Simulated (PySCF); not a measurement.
**Basis and Hamiltonian dependence of the excitation energy of Pb²⁺**

Pb²⁺ [Xe] 4f14 5d10 6s2 (1S) → Pb²⁺ [Xe] 4f14 5d10 6s1 7s1 (3S). All values are computed (PySCF 2.14, energy differences of UHF-based or UKS calculations, no spin-orbit coupling). Values in eV.

```csv
basis,Hamiltonian,functions,UHF,PBE,PBE0,MP2 (valence),CCSD(T) (valence),CCSD(T) (valence and next inner shell)
aug-cc-pwCVDZ-PP with ECP60MDF,ECP,48,16.977,18.567,18.354,17.425,17.564,18.415
def2-TZVPPD with the def2 core potential (60 electrons),ECP,56,16.974,18.570,18.355,17.444,17.574,18.476
ANO-RCC-VTZP,spin-free X2C,93,18.006,19.232,19.074,18.456,18.568,19.406
"aug-cc-pVQZ-PP with one added diffuse shell each of s, p, d, f, g type with ECP60MDF",ECP,117,16.879,18.457,18.236,17.373,n/a,n/a
aug-cc-pwCVTZ-DK3,spin-free X2C,125,16.884,18.454,18.227,17.373,17.489,n/a
"aug-cc-pwCVTZ-DK3 with one added diffuse shell each of s, d, f type",spin-free X2C,138,16.881,n/a,n/a,n/a,n/a,n/a
```

Frozen in the all-electron rows: valence: [Xe] 4f14 5d10; valence and next inner shell: [Kr] 4d10 4f14; with a core potential, the same shells as far as they lie outside it.

At UHF, ANO-RCC-VTZP lies more than 0.3 eV from the median of the rows with comparable relativity. Of these, ANO-RCC-VTZP has no diffuse functions of the l that the added or promoted electron needs.
